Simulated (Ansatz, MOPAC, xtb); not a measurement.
Spectroscopic constants of MoF, multiplicity 6 (lowest of 2S+1 = 2, 4, 6, 8 at CCSD(T)/def2-TZVPP on PBE0 minima; our sources give no spin for the ground state, which may be another). No spin–orbit coupling.

Seven points along R, fitted to fifth degree in 1/R; most abundant isotopes. Runs in def2 and cc sets follow the lowest solution found near the PBE0 minimum.

Correlated levels freeze the inner cores; with def2 sets outer-core shells near the valence are correlated too. CBS: X⁻³ extrapolation of the correlation energy, Hartree–Fock from the larger set. The state reached by PM6 isn't checked.

Programs: Ansatz (a program for electronic structure) with Gaussian orbitals; MOPAC for PM6 (differences of heats of formation); xtb for the GFN methods.  In def2 rows elements past Kr take small-core potentials, without spin–orbit coupling. The GFN methods have no spin term and hold the electronic entropy of 300 K.

```tsv
level	r_e (Å)	ω_e (cm⁻¹)	ω_e x_e (cm⁻¹)	dipole (D)
PM6	1.971	507	2.8	-
GFN1-xTB	1.885	491	1.2	-
SVWN5/def2-TZVPP	1.859	671	3.3	2.71
B3LYP/def2-TZVPP	1.897	626	3.2	3.35
BHLYP/def2-TZVPP	1.895	___	3.3	3.82
CCSD(T)/def2-TZVPP	1.893	641	3.2	-
CCSD(T)/def2-QZVPP	1.897	628	3.2	-
CCSD(T)/CBS(def2-TZVPP, def2-QZVPP)	___	___	3.2	-
```

Question: Fill in the missing entries.

Answer: 
- CCSD(T)/CBS(def2-TZVPP, def2-QZVPP), r_e (Å): 1.898
- CCSD(T)/CBS(def2-TZVPP, def2-QZVPP), ω_e (cm⁻¹): 622
- BHLYP/def2-TZVPP, ω_e (cm⁻¹): 633
